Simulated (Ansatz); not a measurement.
LaN3H6⁺, that is La(NH2)3 with one electron fewer. The state is a doublet with charge 1. Geometry r2SCAN-D4/def2-SVP, that of the neutral singlet; atoms count from 1.

Cartesian coordinates in Å:
```
La -0.371 -0.124 -0.168
N -0.573 2.164 -0.475
H -0.235 2.716 -1.267
H -0.937 2.852 0.190
N -0.637 -0.941 1.984
H -0.330 -1.848 2.347
H -1.003 -0.442 2.799
N 1.078 -1.265 -1.568
H 1.520 -0.920 -2.425
H 1.487 -2.192 -1.417
```

In the def2 sets La takes a core potential; there is no spin–orbit coupling.

Problem. Estimate the Mulliken populations from the PBE0/def2-TZVP orbitals of Ansatz.

Solution. 
```
atom  charge (e)  spin (α − β)  d electrons
 La1        1.53         -0.17         1.19
  N2       -0.72          0.41            –
  H3        0.27         -0.01            –
  H4        0.27         -0.01            –
  N5       -0.72          0.41            –
  H6        0.27         -0.01            –
  H7        0.27         -0.01            –
  N8       -0.72          0.41            –
  H9        0.27         -0.01            –
 H10        0.27         -0.01            –
```
Mulliken values and Mayer orders depend strongly on the basis.

Problem. Where does the spin sit?

Solution. Summed by element: La -0.17, N 1.24, H -0.07, of 1 unpaired in all. Largest on single atoms: N2 0.41, N5 0.41, N8 0.41.

Problem. And the Mayer bond orders between bonded heavy atoms (over 0.3)?

Solution. La1–N2 0.80 (2.32 Å); La1–N5 0.80 (2.32 Å); La1–N8 0.80 (2.32 Å).
